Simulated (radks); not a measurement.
Question: Excited configurations of Au XXXIII: one electron is placed in a higher orbital outside [Kr] 4d10. The ground configuration is [Kr] 4d10 4f1. All-electron calculation, scalar-relativistic Kohn-Sham, PBE, spin-polarised, spherical densities, point nucleus; open shells are filled with parallel spins first (spin-orbit coupling, left out, can overturn this in heavy ions). Program: a radial shooting solver on a logarithmic mesh with Libxc functionals. Excitation = E - E(ground); binding = E(ion) - E, where the ion is the core of charge +33; n* = 33/sqrt(2 binding) in atomic units. These energies are relativistic, and a one-electron ion of charge +33 with no core already has n* below n in this formula (scalar-relativistic equation, point nucleus: 5p 4.985, 5d 4.993, 7s 6.974, 7p 6.984, 7d 6.991, 7f 6.995). The quantum defect is therefore taken as that value minus n*, so that it holds no relativistic shift of the bare ion.

| outer orbital | excitation (eV) | binding (eV) | n* | quantum defect | eigenvalue (eV) | <r> (bohr) |
|---|---|---|---|---|---|---|
| 5d | 388.04 | 805.61 | 4.289 | 0.704 | -791.71 | 0.7625 |
| 7s | 765.74 | 427.91 | 5.884 | 1.089 | -422.24 | 1.586 |
| 7p | 790.39 | 403.26 | 6.062 | 0.922 | -398.01 | 1.654 |
| 7d | 820.86 | 372.79 | 6.304 | 0.687 | -367.95 | 1.733 |
| 7f | 851.44 | 342.21 | 6.580 | 0.415 | -337.47 | 1.797 |

Estimate the row for 5p.

Answer: excitation (eV) 288.79; binding (eV) 904.85; n* 4.047; quantum defect 0.938; eigenvalue (eV) -890.43; <r> (bohr) 0.7302. The Delta-SCF ionisation energy is 1193.6 eV (NIST Atomic Spectra Database: 1210 eV, theoretical). Self-interaction in the functional shifts the binding energies and quantum defects, so they are the method's values and not measured ones. Open shells are spherical and high-spin; term and fine-structure splittings are not resolved. Spin-orbit splitting is averaged out at the scalar-relativistic level.
